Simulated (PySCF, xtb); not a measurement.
CH5AlS2, SMILES [CH3][Al]([SH])[SH]. Other conformers were not sampled.

Harmonic wavenumbers (cm⁻¹) from GFN2-xTB in xtb 6.7.1 at its own minimum, in rising order: 21, 98, 108, 146, 160, 173, 384, 473, 514, 522, 559, 623, 670, 1289, 1431, 1439, 2365, 2376, 2930, 2937, 2943.

Problem. What does B3LYP-D3(BJ)/def2-SVP (PySCF 2.14.0) give at its own minimum? (An estimate is asked for; the answer gives what the named calculation found.)

Solution. 11, 141, 142, 173, 192, 262, 387, 527, 594, 636, 658, 706, 736, 1219, 1425, 1428, 2673, 2677, 3022, 3107, 3122. Paired by order, the mean absolute difference is 89 cm⁻¹ and the zero-point energies are 31.7 and 34.1 kcal/mol.
